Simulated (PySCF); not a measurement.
Triethylenediamine, C6H12N2.
SMILES: `C1CN2CCN1CC2`

A linear-response calculation (PySCF, def2-SVPD basis, gas phase, vertical, core orbitals frozen in the response) gave these numbers; the functional is withheld.

Orbital energies (eV): HOMO-3 -10.50, HOMO-2 -10.50, HOMO-1 -8.94, HOMO -6.74, LUMO 1.34, LUMO+1 2.04, LUMO+2 2.05.

```tsv
state	E (eV)	f	main configurations (H = HOMO, L = LUMO)
S1	5.25	0.0000	H→L (92%)
S2	6.07	0.054	H→L+1 (89%)
S3	6.07	0.054	H→L+2 (89%)
S4	6.18	0.0085	H→L+3 (91%)
S5	6.45	0.0000	H→L+8 (91%)
S6	6.70	0.0032	H→L+4 (88%), H→L+1 (8%)
S7	6.70	0.0032	H→L+5 (88%), H→L+2 (8%)
```

Triplets, Tamm–Dancoff:

```
state  E (eV)  λ (nm)  main configurations (H = HOMO, L = LUMO)
   T1    5.11   242.5                                 H→L (90%)
   T2    5.99   206.9                  H→L+1 (86%), H→L+4 (10%)
   T3    5.99   206.9                  H→L+2 (86%), H→L+5 (10%)
```

Vertical ionisation energy by ΔSCF with the same functional: 7.43 eV. Mean static polarisability: 80.4 au.

Orbitals of the list HOMO-3 to LUMO+2 that lie within 0.01 eV of each other are written together with a slash and their weights summed (≥ marks a lower bound); for degenerate orbitals outside that list single weights are arbitrary.

Task: Which of these was used?
A. B3LYP
B. CAM-B3LYP
C. PBE
D. HF

Result: B. CAM-B3LYP is range-separated, 19% exact exchange at short range and 65% at long range (ω = 0.33 bohr⁻¹). In this run −ε(HOMO) = 6.74 eV differs from the ΔSCF value by -0.70 eV, and S1 differs from the orbital gap of 8.08 eV by -2.83 eV. The ratio −ε(HOMO)/IP is 0.91. Usual ranges for neutral molecules in this basis: 0.85 to 0.93 with CAM-B3LYP, 0.5 to 0.7 with PBE, 0.67 to 0.83 with B3LYP; Hartree–Fock can't fall below 1, since the ion's relaxation only lowers the ΔSCF value.

Computed, not measured: PySCF 2.14.0, density-fitted response routines, TDDFT CAM-B3LYP/def2-SVPD, vertical, gas phase, core orbitals frozen in the response. Geometry: PBE0-D3(BJ)/def2-SVP; no solvent, vibrations or thermal averaging.

Time: 2.7 min of wall time. Hardware: one thread of an Arm Neoverse V1, shared host.
